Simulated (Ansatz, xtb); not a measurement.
The molecule MgN+, multiplicity 3 (lowest of 2S+1 = 1, 3, 5 at CCSD(T)/def2-TZVPP on PBE0 minima; our sources give no spin for the ground state, which may be another). The T1 diagnostic near the minimum is 0.082, so single-reference values are doubtful.

Seven points along R, fitted to fifth degree in 1/R; most abundant isotopes. Runs in def2 and cc sets follow the lowest solution found near the PBE0 minimum.

Run with Ansatz (Gaussian orbitals); xtb for the GFN methods.  The GFN methods have no spin term and hold the electronic entropy of 300 K.

### Question
What bond length and harmonic frequency does GFN2-xTB give?

### Answer
r_e = 1.951 Å, ω_e = 474 cm⁻¹.

### Question
What bond length and harmonic frequency does SVWN5/def2-TZVPP give?

### Answer
r_e = 2.017 Å, ω_e = 534 cm⁻¹.

### Question
What bond length and harmonic frequency does PBE/def2-TZVPP give?

### Answer
r_e = 2.037 Å, ω_e = 520 cm⁻¹.

Doubts at one or more of the structures used: a spin-contaminated determinant (SVWN5/def2-TZVPP, PBE/def2-TZVPP).

Ansatz is a quantum-chemistry and plane-wave program.
